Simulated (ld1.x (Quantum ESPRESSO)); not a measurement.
# Transferability test, PAW potential for F

F (Z = 9), PAW, made with ld1.x (Quantum ESPRESSO) 7.5 (BLYP, non-relativistic). Core [He], reference 2s2 2p5. Waves: 2s (bound): rcut 0.70, rcutus 0.85 bohr; 2s channel at -1.75 Ry: rcut 0.70, rcutus 0.85 bohr; 2p (bound): rcut 1.00, rcutus 1.20 bohr; 2p channel at -0.05 Ry: rcut 1.00, rcutus 1.20 bohr. Local part: all-electron potential smoothed inside 0.80 bohr (lloc = -1). Core correction: a·sin(br)/r model core, default radius (ld1.x builds one for every PAW set, though the input has nlcc=.false.). Augmentation charge: PSQ, inside the norm-conserving radii.

Energies are relative to the spin-unpolarised reference configuration 2s2 2p5; without spin polarisation the order of configurations can differ from experiment.

```tsv
valence configuration	charge	ΔE all-electron (eV)	error AE − PS (meV)
2s2 2p4	+1	19.412	+2.9
2s2 2p3	+2	57.831	+11
2s2 2p2	+3	118.533	+19
2s2 2p4.5	+0.5	7.553	+0.8
2s2 2p5.3	-0.3	-2.676	-0.1
2s1 2p5	+1	38.273	+1.8
```

(1) What are ΔE and the potential's error for 2s2 2p1?

Answers

(1) ΔE = 204.445 eV all-electron; the error (AE − PS) is +14 meV.

ld1.x printed “convergence not achieved” for 5 of the counted tests; their residual had stalled under 1e-8, short of the target of 1e-14.
